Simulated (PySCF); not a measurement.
Diatomics of Na with group 13

PBE0 with double-zeta basis sets in PySCF, for the lowest determinant that a PBE0 search found; no spin–orbit coupling. De refers to high-spin ground-configuration atoms. A positive dipole means M(−)Na(+).

| M | basis | state (unpaired electrons) | Re (Å) | ωe (cm⁻¹) | De (eV) | μ (D) |
| --- | --- | --- | --- | --- | --- | --- |
| B | def2-SVP | triplet (σ ↑, π ↑) | 2.490 | 328 | 0.97 | 5.98 |
| Ga | aug-cc-pVDZ/aug-cc-pVDZ-PP | singlet (closed shell) | 3.128 | 157 | 0.69 | 1.93 |
| In | def2-SVP | singlet (closed shell) | 3.269 | 142 | 0.72 | 2.01 |
| Tl | def2-SVP | singlet (closed shell) | 3.276 | 133 | 0.73 | 1.28 |

Task: By what factor does the harmonic wavenumber vary along the series?

Result: At PBE0 it runs from 133 cm⁻¹ (NaTl) to 328 cm⁻¹ (NaB), a factor of 2.47.

The rows differ in basis set, which adds steps of its own.

The state changes along the series, so neighbouring rows are not always alike in their bonding.

Closed-shell solutions of metal pairs were not tested for spin polarisation, which can lower them a little. Spin–orbit coupling is left out, which matters for elements this heavy, above all for dissociation energies. States were picked by a PBE0 search and need not be the measured ground states.
